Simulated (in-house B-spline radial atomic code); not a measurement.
## Removing one electron from the mercury ion Hg⁵²⁺

Closed shell [Ar] 3d10. Computed with an all-electron radial atomic-structure program (B-spline basis): Koopmans values of Dirac-Hartree-Fock plus a diagonal self-energy, in second order or with its direct term screened (direct RPA, with the hole-particle interaction, or full time-dependent Hartree-Fock), linearised in energy; no-pair Dirac-Coulomb Hamiltonian, finite nucleus. Shifts add to the Koopmans value (the ΔSCF shift is orbital relaxation alone); the final value takes TDHF screening with Breit and QED.

Command:
```bash
python run_mb.py task.json out
```
Settings (nuclear radius in fm, box in bohr, cutoff in hartree):
```
basis_form          2
Z                   80
core_configuration  [Ar] 3d10
rms_radius          5.4648
mass_number         202
speed_of_light      137.036
box_radius          2.467
lmax                7
intervals           56
virtual_cutoff      25600.0
```

Cost of the run: 31 s on 1 thread of Arm Neoverse N1, on a shared host.

Energies in eV:

```
subshell  Koopmans  ΔSCF shift  second order  direct RPA  hole-particle    TDHF  Breit + QED    final
   3d5/2   5063.36      -3.819             ?           ?              ?       ?            ?        ?
   3d3/2   5162.74      -4.189        -2.676      -1.964         -2.205  -2.242       -5.721  5154.77
   3p3/2   5591.48      -2.808        -4.471      -3.609         -3.917  -3.956       -7.959  5579.56
   3p1/2   6053.04      -3.530        -6.111      -4.883         -5.342  -5.400      -12.862  6034.78
   3s1/2   6324.38      -2.879        -6.557      -5.358         -5.841  -5.895      -13.620  6304.87
```

**Question.** What does the self-energy do to 3d5/2?

**Answer.** It shifts the removal energy by -2.321 eV in second order, -1.685 with direct RPA, -1.906 with the hole-particle term and -1.938 with TDHF screening (quasi-particle weight 0.998); Breit and QED add -4.123 eV. The final value is 5057.30 eV, against 5055 ± 4 eV (NIST, tabulated theory).
